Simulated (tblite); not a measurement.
Compound: C5H12BP.
SMILES with atom numbers: `[CH3:1][B:2]([CH3:3])[P:4]1[CH2:5][C@H:6]1[CH3:7]` (hydrogens: H8, H9, H10 on C1; H11, H12, H13 on C3; H14, H15 on C5; H16 on C6; H17, H18, H19 on C7)

Computed with GFN2-xTB (tblite), gas phase: L-BFGS steps from a force-field or distance-geometry start until the largest atomic force falls under 0.01 eV/Å.

Step 5: E = -558.2331 eV
```
atom  x, y, z in Å  |  force x, y, z in eV/Å
C1     -1.7317    1.2603   -0.1624    0.113   0.072   0.266
B2     -1.4057   -0.1870   -0.6697    0.055   0.087  -0.054
C3     -2.5718   -1.2307   -0.6225   -0.094  -0.207   0.103
P4      0.4159   -0.8519   -0.9063   -0.063   0.053   0.015
C5      1.0566   -0.6661    0.8350   -0.093  -0.084   0.147
C6      1.5481    0.4052   -0.0817   -0.176   0.074  -0.009
C7      3.0217    0.3520   -0.3950    0.254   0.061  -0.003
H8     -0.9502    1.4704    0.5629   -0.027   0.403   0.230
H9     -1.7160    2.0838   -0.8736    0.066  -0.190  -0.119
H10    -2.6887    1.3006    0.3592    0.028   0.066  -0.108
H11    -2.3435   -2.2269   -0.9860    0.063  -0.073  -0.146
H12    -3.5537   -0.9456   -1.0095    0.290   0.156  -0.086
H13    -2.7200   -1.3245    0.4545   -0.110  -0.177   0.171
H14     1.7938   -1.4140    1.0842    0.087  -0.164   0.082
H15     0.4345   -0.4202    1.6904   -0.173   0.022  -0.252
H16     1.1812    1.4142    0.0891   -0.054  -0.085  -0.015
H17     3.6091    0.3340    0.5298   -0.115   0.097  -0.084
H18     3.3463    1.2049   -0.9847   -0.066   0.051  -0.046
H19     3.2643   -0.5491   -0.9461    0.013  -0.161  -0.091
```

Step 6: E = -558.2616 eV
```
atom  x, y, z in Å  |  force x, y, z in eV/Å
C1     -1.7255    1.2612   -0.1514    0.097   0.107   0.213
B2     -1.3855   -0.1972   -0.6523   -0.340   0.278  -0.008
C3     -2.5672   -1.2373   -0.6195   -0.031  -0.130   0.128
P4      0.4149   -0.8581   -0.9087    0.051   0.032  -0.047
C5      1.0482   -0.6739    0.8290    0.068   0.017   0.187
C6      1.5435    0.4024   -0.0905   -0.074   0.020   0.142
C7      3.0241    0.3538   -0.3968    0.099   0.020  -0.030
H8     -0.9491    1.5009    0.5763   -0.154   0.305   0.146
H9     -1.7121    2.0791   -0.8774    0.083  -0.333  -0.049
H10    -2.6969    1.3112    0.3545    0.227  -0.005  -0.141
H11    -2.3409   -2.2333   -0.9939    0.027   0.024  -0.084
H12    -3.5453   -0.9375   -1.0145    0.395   0.116  -0.047
H13    -2.7274   -1.3357    0.4583   -0.093  -0.188   0.062
H14     1.7905   -1.4164    1.0896    0.024  -0.118   0.053
H15     0.4228   -0.4193    1.6811   -0.143  -0.006  -0.278
H16     1.1813    1.4118    0.0933   -0.070  -0.118  -0.054
H17     3.6092    0.3406    0.5314   -0.149   0.081  -0.153
H18     3.3447    1.2070   -0.9913   -0.071   0.005  -0.002
H19     3.2609   -0.5499   -0.9497    0.054  -0.106  -0.036
```

Step 7: E = -558.2901 eV
```
atom  x, y, z in Å  |  force x, y, z in eV/Å
C1     -1.7174    1.2639   -0.1369    0.063   0.105   0.110
B2     -1.3721   -0.2026   -0.6365   -0.545   0.342   0.071
C3     -2.5625   -1.2459   -0.6136    0.062  -0.009   0.125
P4      0.4146   -0.8627   -0.9113    0.123   0.021  -0.084
C5      1.0423   -0.6817    0.8258    0.199   0.091   0.139
C6      1.5389    0.3992   -0.0966    0.068  -0.042   0.232
C7      3.0269    0.3551   -0.4001   -0.102  -0.032  -0.070
H8     -0.9503    1.5370    0.5931   -0.234   0.194   0.070
H9     -1.7065    2.0682   -0.8827    0.106  -0.389  -0.008
H10    -2.7015    1.3215    0.3479    0.320  -0.047  -0.105
H11    -2.3375   -2.2394   -1.0035    0.003   0.119  -0.011
H12    -3.5303   -0.9270   -1.0208    0.400   0.068  -0.013
H13    -2.7366   -1.3506    0.4639   -0.077  -0.199  -0.045
H14     1.7879   -1.4211    1.0961   -0.051  -0.057   0.031
H15     0.4077   -0.4182    1.6674   -0.120  -0.034  -0.241
H16     1.1795    1.4079    0.0964   -0.081  -0.130  -0.078
H17     3.6068    0.3486    0.5309   -0.137   0.058  -0.178
H18     3.3418    1.2097   -0.9979   -0.074  -0.042   0.024
H19     3.2586   -0.5527   -0.9537    0.080  -0.016   0.030
```

**Question.** Estimate the geometry and energy of step 8. (The exact step hangs on the optimiser's Hessian estimate; all steps are aligned on step 7, rigid shifts and turns removed.)

**Answer.** E = -558.3296 eV, largest force 0.615 eV/Å
```
atom  x, y, z in Å  |  force x, y, z in eV/Å
C1     -1.7044    1.2697   -0.1141    0.008   0.076  -0.034
B2     -1.3625   -0.2043   -0.6126   -0.523   0.281   0.160
C3     -2.5541   -1.2583   -0.6025    0.159   0.154   0.095
P4      0.4160   -0.8683   -0.9163    0.122   0.050  -0.082
C5      1.0377   -0.6913    0.8232    0.283   0.146   0.031
C6      1.5343    0.3934   -0.1011    0.219  -0.105   0.263
C7      3.0284    0.3562   -0.4065   -0.307  -0.081  -0.100
H8     -0.9564    1.5931    0.6193   -0.291   0.026  -0.033
H9     -1.6962    2.0453   -0.8912    0.143  -0.363   0.002
H10    -2.7025    1.3356    0.3369    0.314  -0.069   0.008
H11    -2.3324   -2.2458   -1.0177    0.002   0.231   0.087
H12    -3.5010   -0.9103   -1.0305    0.300   0.009   0.023
H13    -2.7517   -1.3763    0.4715   -0.060  -0.202  -0.162
H14     1.7833   -1.4294    1.1062   -0.127   0.011   0.016
H15     0.3829   -0.4173    1.6432   -0.084  -0.070  -0.148
H16     1.1750    1.3999    0.0992   -0.092  -0.113  -0.092
H17     3.6009    0.3614    0.5269   -0.085   0.020  -0.170
H18     3.3361    1.2128   -1.0071   -0.083  -0.093   0.034
H19     3.2569   -0.5570   -0.9590    0.102   0.093   0.102
```

The energy changes by -0.0395 eV. The first-order estimate −F·Δx gives -0.0551 eV and the mean of the old and new forces, exact on a quadratic surface, -0.0394 eV. The step makes an angle of 64° with the force vector and moves no atom by more than 0.062 Å.

What follows is the cost of the whole relaxation. The run took 0.94 s on one thread, AMD EPYC 9R14 (x86_64), no GPU, shared host with 192 logical CPUs at a one-minute load of 27.
